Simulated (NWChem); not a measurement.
System: CH₆AlFOSi; SMILES C[O][Al]([F])[SiH3]

The following NWChem deck was run.

```
start job
memory heap 200 mb stack 900 mb global 1100 mb
geometry units angstroms noautosym nocenter noautoz
  Al    -0.175172     0.016436    -0.005906
  F     -1.813398     0.332985    -0.008427
  O      0.905215     1.307690     0.000939
  C      0.999860     2.693661     0.003722
  H      1.573153     3.044196    -0.872310
  H      0.012516     3.189265    -0.019031
  H      1.531661     3.043976     0.905694
  Si     0.690054    -2.250259    -0.004933
  H      1.421968    -2.522985     1.272423
  H      1.655142    -2.438071    -1.133431
  H     -0.404053    -3.259502    -0.144012
end
basis spherical
  * library 6-31g*
end
dft
  xc hfexch
  iterations 150
end
property
  shielding
  efieldgrad
end
task dft property
```

Output (shortened):

```
             Northwest Computational Chemistry Package (NWChem) 7.3.0
             --------------------------------------------------------

                             Geometry "geometry" -> ""
                             -------------------------

 Output coordinates in angstroms (scale by  1.889725989 to convert to a.u.)

  No.       Tag          Charge          X              Y              Z
 ---- ---------------- ---------- -------------- -------------- --------------
    1 Al                  13.0000    -0.17517200     0.01643600    -0.00590600
    2 F                    9.0000    -1.81339800     0.33298500    -0.00842700
    3 O                    8.0000     0.90521500     1.30769000     0.00093900
    4 C                    6.0000     0.99986000     2.69366100     0.00372200
    5 H                    1.0000     1.57315300     3.04419600    -0.87231000
    6 H                    1.0000     0.01251600     3.18926500    -0.01903100
    7 H                    1.0000     1.53166100     3.04397600     0.90569400
    8 Si                  14.0000     0.69005400    -2.25025900    -0.00493300
    9 H                    1.0000     1.42196800    -2.52298500     1.27242300
   10 H                    1.0000     1.65514200    -2.43807100    -1.13343100
   11 H                    1.0000    -0.40405300    -3.25950200    -0.14401200

 Effective nuclear repulsion energy (a.u.)     266.9372545666

  xc_inp: hfexch multiplicative factor not found.
                              NWChem Property Module
                              ----------------------

  itol2e modified to match energy
  convergence criterion.

                                 NWChem DFT Module
                                 -----------------

 Summary of "ao basis" -> "ao basis" (spherical)
 ------------------------------------------------------------------------------
       Tag                 Description            Shells   Functions and Types
 ---------------- ------------------------------  ------  ---------------------
 Al                          6-31g*                  8       18   4s3p1d
 F                           6-31g*                  6       14   3s2p1d
 O                           6-31g*                  6       14   3s2p1d
 C                           6-31g*                  6       14   3s2p1d
 H                           6-31g*                  2        2   2s
 Si                          6-31g*                  8       18   4s3p1d

  itol2e modified to match energy
  convergence criterion.

            General Information
            -------------------
          SCF calculation type: DFT
          Wavefunction type:  closed shell.
          No. of atoms     :    11
          No. of electrons :    56
           Alpha electrons :    28
            Beta electrons :    28
          Charge           :     0
          Spin multiplicity:     1
          Use of symmetry is: off; symmetry adaption is: off
          Maximum number of iterations: 150
          AO basis - number of functions:    90
                     number of shells:    46
          Convergence on energy requested:  1.00D-07
          Convergence on density requested:  1.00D-05
          Convergence on gradient requested:  5.00D-04

              XC Information
              --------------
                     Hartree-Fock (Exact) Exchange  1.000

      Superposition of Atomic Density Guess
      -------------------------------------

 Sum of atomic energies:        -745.45229186

      Non-variational initial energy
      ------------------------------

 Total energy =    -746.848555
 1-e energy   =   -1564.180101
 2-e energy   =     550.394292
 HOMO         =      -0.349598
 LUMO         =      -0.003232

   convergence    iter        energy       DeltaE   RMS-Dens  Diis-err
 ---------------- ----- ----------------- --------- --------- ---------
 d= 0,ls=0.0,diis     1   -746.4779814223 -1.01D+03  9.38D-03  8.87D-01
 d= 0,ls=0.0,diis     2   -746.5609674024 -8.30D-02  3.09D-03  3.50D-01
 d= 0,ls=0.0,diis     3   -746.5915996848 -3.06D-02  1.21D-03  5.13D-03
 d= 0,ls=0.0,diis     4   -746.5930005173 -1.40D-03  2.24D-04  2.61D-04
 d= 0,ls=0.0,diis     5   -746.5930585021 -5.80D-05  8.99D-05  3.96D-05
  Resetting Diis
 d= 0,ls=0.0,diis     6   -746.5930668845 -8.38D-06  3.00D-05  2.93D-06
 d= 0,ls=0.0,diis     7   -746.5930676344 -7.50D-07  5.76D-06  1.54D-07
 d= 0,ls=0.0,diis     8   -746.5930676772 -4.28D-08  2.10D-06  3.33D-08

         Total DFT energy =     -746.593067677164
      One electron energy =    -1568.645642936083
           Coulomb energy =      619.470723037242
    Exchange-Corr. energy =      -64.355402344956
 Nuclear repulsion energy =      266.937254566633

 Numeric. integr. density =        0.000000000000

                       DFT Final Molecular Orbital Analysis
                       ------------------------------------

 Vector   26  Occ=2.000000D+00  E=-4.542608D-01
              MO Center=  7.9D-01,  1.9D+00, -5.4D-03, r^2= 2.0D+00
   Bfn.  Coefficient  Atom+Function         Bfn.  Coefficient  Atom+Function
  ----- ------------  ---------------      ----- ------------  ---------------
    35      0.479616   3 O  px               39      0.396787   3 O  px
    49     -0.255652   4 C  px               64      0.220743   6 H  s
    63      0.204001   6 H  s                53     -0.122010   4 C  px
    62     -0.104237   5 H  s                36     -0.100665   3 O  py
    66     -0.099524   7 H  s                61     -0.097858   5 H  s

 Vector   27  Occ=2.000000D+00  E=-4.459644D-01
              MO Center=  1.0D+00,  1.8D+00,  8.7D-03, r^2= 2.0D+00
   Bfn.  Coefficient  Atom+Function         Bfn.  Coefficient  Atom+Function
  ----- ------------  ---------------      ----- ------------  ---------------
    37      0.492561   3 O  pz               41      0.429161   3 O  pz
    51     -0.254060   4 C  pz               66     -0.183364   7 H  s
    62      0.180526   5 H  s                65     -0.171432   7 H  s
    61      0.168630   5 H  s                55     -0.125502   4 C  pz
     9      0.093987   1 Al pz               13      0.046422   1 Al pz

[...]

          -----------------------------------------
          Chemical Shielding Tensors (GIAO, in ppm)
          -----------------------------------------

                                NWChem CPHF Module
                                ------------------

  scftype          =     RHF
  nclosed          =       28
  nopen            =        0
  variables        =     1736
  # of vectors     =        3
  tolerance        = 0.10D-03
  level shift      = 0.00D+00
  max iterations   =       50
  max subspace     =       30

 SCF residual:    1.1890896640571970E-004

Iterative solution of linear equations
  No. of variables     1736
  No. of equations        3
  Maximum subspace       30
        Iterations       50
       Convergence  1.0D-04

   iter   nsub   residual    time
   ----  ------  --------  ---------
     1      3    1.25D+00      26.5
     2      6    1.76D-01      30.3
     3      9    2.55D-02      34.0
     4     12    5.39D-03      37.7
     5     15    7.00D-04      41.4
     6     18    1.39D-04      45.1
     7     21    1.82D-05      48.8

      Atom:    1  Al
        Diamagnetic
    794.9495      0.5668      0.0196
      0.5668    793.3655      0.0095
      0.0196      0.0095    787.9595

        Paramagnetic
   -305.7004    -23.7653     -0.0276
    -23.7653   -194.0794      0.4985
     -0.0276      0.4985   -317.6284

        Total Shielding Tensor
    489.2491    -23.1986     -0.0080
    -23.1986    599.2861      0.5081
     -0.0080      0.5081    470.3311

           isotropic =     519.6221
          anisotropy =     126.5351

          Principal Components and Axis System
                 1           2           3
              603.9788    484.5589    470.3286

      1        -0.1982      0.9801     -0.0057
      2         0.9802      0.1982     -0.0050
      3         0.0037      0.0065      1.0000

      Atom:    2  F
        Diamagnetic
    489.1963     -4.6276      0.0412
     -4.6276    463.2763     -0.0074
      0.0412     -0.0074    462.7372

        Paramagnetic
    -67.3106    -53.6002     -0.1387
    -53.6002   -165.7486     -0.1419
     -0.1387     -0.1419   -109.0818

        Total Shielding Tensor
    421.8857    -58.2278     -0.0975
    -58.2278    297.5277     -0.1493
     -0.0975     -0.1493    353.6554

           isotropic =     357.6896
          anisotropy =     130.8050

          Principal Components and Axis System
                 1           2           3
              444.8930    353.6558    274.5200

      1         0.9300     -0.0004      0.3675
      2        -0.3675     -0.0022      0.9300
      3        -0.0004      1.0000      0.0022

      Atom:    3  O
        Diamagnetic
    388.1963     14.2462      0.0790
     14.2462    417.7759      0.1449
      0.0790      0.1449    377.0476

        Paramagnetic
    -77.2521     31.4484      0.1184
     31.4484   -101.1108      0.0462
      0.1184      0.0462    -35.6847

        Total Shielding Tensor
    310.9443     45.6946      0.1974
     45.6946    316.6652      0.1910
      0.1974      0.1910    341.3629

           isotropic =     322.9908
          anisotropy =      54.9032

          Principal Components and Axis System
                 1           2           3
              359.5929    341.3588    268.0207

      1         0.6846     -0.0102      0.7289
      2         0.7288     -0.0111     -0.6847
      3         0.0151      0.9999     -0.0002

      Atom:    4  C
        Diamagnetic
    237.0199      2.6427      0.0149
      2.6427    258.1486      0.0500
      0.0149      0.0500    235.7872

        Paramagnetic
   -108.6158      3.5532     -0.0580
      3.5532    -64.5903      0.1011
     -0.0580      0.1011   -103.5381

        Total Shielding Tensor
    128.4042      6.1959     -0.0431
      6.1959    193.5583      0.1511
     -0.0431      0.1511    132.2491

           isotropic =     151.4038
          anisotropy =      64.1081

          Principal Components and Axis System
                 1           2           3
              194.1426    132.2495    127.8195

      1         0.0938     -0.0131      0.9955
      2         0.9956     -0.0011     -0.0939
      3         0.0024      0.9999      0.0129

      Atom:    5  H
        Diamagnetic
     25.9066      4.6682     -5.7726
      4.6682     29.8702     -5.5945
     -5.7726     -5.5945     30.0815

        Paramagnetic
      0.4234     -1.8952      3.3849
     -1.8952      2.4908      2.7448
      3.3849      2.7448     -2.3498

        Total Shielding Tensor
     26.3300      2.7730     -2.3877
      2.7730     32.3610     -2.8497
     -2.3877     -2.8497     27.7318

           isotropic =      28.8076
          anisotropy =       9.5107

          Principal Components and Axis System
                 1           2           3
               35.1480     26.7870     24.4876

      1         0.3752     -0.3854      0.8430
      2         0.8184      0.5648     -0.1061
      3        -0.4353      0.7297      0.5273

      Atom:    6  H
        Diamagnetic
     31.8284     -6.2836      0.2418
     -6.2836     33.0490     -0.1714
      0.2418     -0.1714     20.6656

        Paramagnetic
     -3.8487      4.0289     -0.1569
      4.0289      0.9767      0.0997
     -0.1569      0.0997      3.1895

        Total Shielding Tensor
     27.9798     -2.2547      0.0850
     -2.2547     34.0258     -0.0717
      0.0850     -0.0717     23.8550

           isotropic =      28.6202
          anisotropy =       9.2319

          Principal Components and Axis System
                 1           2           3
               34.7748     27.2325     23.8532

      1        -0.3150      0.9489     -0.0191
      2         0.9490      0.3151      0.0028
      3        -0.0087      0.0172      0.9998

      Atom:    7  H
        Diamagnetic
     25.3773      4.4162      5.5407
      4.4162     29.8827      5.7936
      5.5407      5.7936     30.6029

        Paramagnetic
      0.7342     -1.7636     -3.2360
     -1.7636      2.4873     -2.8237
     -3.2360     -2.8237     -2.6610

        Total Shielding Tensor
     26.1114      2.6526      2.3047
      2.6526     32.3700      2.9699
      2.3047      2.9699     27.9420

           isotropic =      28.8078
          anisotropy =       9.5201

          Principal Components and Axis System
                 1           2           3
               35.1545     26.7800     24.4889

      1         0.3551      0.3481      0.8676
      2         0.8190     -0.5633     -0.1092
      3         0.4507      0.7493     -0.4851

      Atom:    8  Si
        Diamagnetic
    880.1147     -1.4514      0.0019
     -1.4514    883.4938      0.0025
      0.0019      0.0025    879.4770

        Paramagnetic
   -325.9594     16.1923     -0.7585
     16.1923   -346.7903      1.0389
     -0.7585      1.0389   -334.2832

        Total Shielding Tensor
    554.1553     14.7409     -0.7566
     14.7409    536.7035      1.0414
     -0.7566      1.0414    545.1938

           isotropic =     545.3509
          anisotropy =      25.8144

          Principal Components and Axis System
                 1           2           3
              562.5605    545.2890    528.2031

      1         0.8689     -0.0301     -0.4942
      2         0.4950      0.0693      0.8661
      3        -0.0082      0.9971     -0.0751

      Atom:    9  H
        Diamagnetic
     28.6545     -1.9279      5.4481
     -1.9279     27.3457     -2.5891
      5.4481     -2.5891     34.5174

        Paramagnetic
     -0.3538      0.8429     -2.2285
      0.8429      0.4363      0.8552
     -2.2285      0.8552     -2.9416

        Total Shielding Tensor
     28.3007     -1.0849      3.2196
     -1.0849     27.7820     -1.7340
      3.2196     -1.7340     31.5758

           isotropic =      29.2195
          anisotropy =       7.4738

          Principal Components and Axis System
                 1           2           3
               34.2020     27.1307     26.3257

      1         0.4987      0.1402      0.8553
      2        -0.3036      0.9526      0.0209
      3         0.8119      0.2700     -0.5177

      Atom:   10  H
        Diamagnetic
     30.9369     -1.9277     -6.3077
     -1.9277     27.0956      1.7757
     -6.3077      1.7757     32.5080

        Paramagnetic
     -1.3057      0.8032      2.5914
      0.8032      0.5545     -0.5169
      2.5914     -0.5169     -2.1110

        Total Shielding Tensor
     29.6312     -1.1245     -3.7163
     -1.1245     27.6501      1.2588
     -3.7163      1.2588     30.3970

           isotropic =      29.2261
          anisotropy =       7.4398

          Principal Components and Axis System
                 1           2           3
               34.1859     27.2143     26.2780

      1        -0.6484      0.1740      0.7411
      2         0.2500      0.9682     -0.0085
      3         0.7191     -0.1798      0.6713

      Atom:   11  H
        Diamagnetic
     31.8635      5.9780      0.8344
      5.9780     33.1708      0.8643
      0.8344      0.8643     25.3433

        Paramagnetic
     -1.7892     -2.3401     -0.3706
     -2.3401     -1.8060     -0.3335
     -0.3706     -0.3335      1.0123

        Total Shielding Tensor
     30.0743      3.6379      0.4638
      3.6379     31.3648      0.5309
      0.4638      0.5309     26.3557

           isotropic =      29.2649
          anisotropy =       7.8158

          Principal Components and Axis System
                 1           2           3
               34.4754     27.0251     26.2942

[...]
```

Level: Hartree-Fock/6-31G* (spherical d), GIAO. Coordinates come from a PBE0/def2-SVP optimisation. NWChem prints the field gradient with the sign opposite to the second derivative of the potential. The printed shielding anisotropy is the first printed principal value minus the mean of the other two.
